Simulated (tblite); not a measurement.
CH7O2PSi2.
Cartesian coordinates in Å at the GFN2-xTB level; atoms count from 1:
```
atom  x, y, z in Å
O1     0.924    1.157    1.306
C2     1.904    1.038    0.628
O3     2.074    0.182   -0.335
Si4    0.973   -1.024   -0.745
P5    -0.604   -1.042    0.801
Si6   -2.070    0.511    0.130
H7     2.796    1.678    0.756
H8     1.821   -2.209   -0.661
H9     0.678   -0.657   -2.132
H10   -1.291   -2.115    0.239
H11   -1.662    1.805    0.659
H12   -2.184    0.584   -1.335
H13   -3.365    0.092    0.671
```

Calculated harmonic vibrations of the isolated species, GFN2-xTB (tblite), most abundant isotopes, no scaling. This tight-binding method is rough: wavenumbers can miss measured ones by several per cent, in bad cases by 10 to 20. Modes of hydrogen on phosphorus and silicon can be 10 to 20 % off. One conformer, not necessarily the lowest.

Harmonic wavenumbers (cm⁻¹): 38.9, 52.6, 97.2, 117.7, 140.5, 219.0, 239.7, 422.6, 459.0, 485.1, 514.6, 532.0, 625.4, 643.4, 662.6, 693.2, 731.8, 755.2, 764.9, 777.7, 788.3, 809.5, 944.4, 1222.2, 1363.4, 1758.1, 2182.9, 2233.2, 2246.1, 2250.5, 2283.8, 2323.0, 2802.5.

A = 2669, B = 1377, C = 1111 MHz; mass 137.972 u (most abundant isotopes); point group C1, symmetry number 1.

Q: Zero-point energy?

A: Half the sum of the wavenumbers: 16090 cm⁻¹ = 192.48 kJ/mol.

Q: What is S at 350 K and 1 bar for an ideal gas of classical rigid rotors and harmonic oscillators?

A: Translation 173.64, rotation 122.31, vibration 145.16: S = 441.1 J/(mol K).

Q: And Cp and H(350 K) − H(0)?

A: Cp = 167.46 J/(mol K), of which vibrations give 134.21 (their classical limit is 33 R = 274.4); H(350 K) − H(0) = 36.97 kJ/mol without the zero-point energy, 25.33 from vibrations.

Q: Blend soft modes into free rotors: weight 1/[1 + (100 cm⁻¹/ν̃)⁴] for the oscillator and the rest for a rotor with moment μB/(μ + B), μ = h/(8π²ν), B = 10⁻⁴⁴ kg m². What vibrational entropy results?

A: 130.00 J/(mol K) in place of 145.16, which changes −T·S at 350 K by +5.31 kJ/mol.

Q: What must be added to the electronic energy to get the Gibbs energy at 350 K and 1 bar?

A: ZPE + [H(350 K) − H(0)] − T·S = 192.48 + 36.97 − 154.39 = 75.06 kJ/mol.

Q: Which modes carry the vibrational entropy at 350 K?

A: 38.9 cm⁻¹: 23.56; 52.6 cm⁻¹: 21.06; 97.2 cm⁻¹: 16.00; 117.7 cm⁻¹: 14.43; 140.5 cm⁻¹: 12.99; 219.0 cm⁻¹: 9.46 J/(mol K); the other 27 give 47.65 together.

Hindered rotation and anharmonicity are outside this model. Other conformers, if any are populated, would add a mixing term that is left out. The structure is chiral; the term R ln 2 for an equal mix with its mirror image is left out.
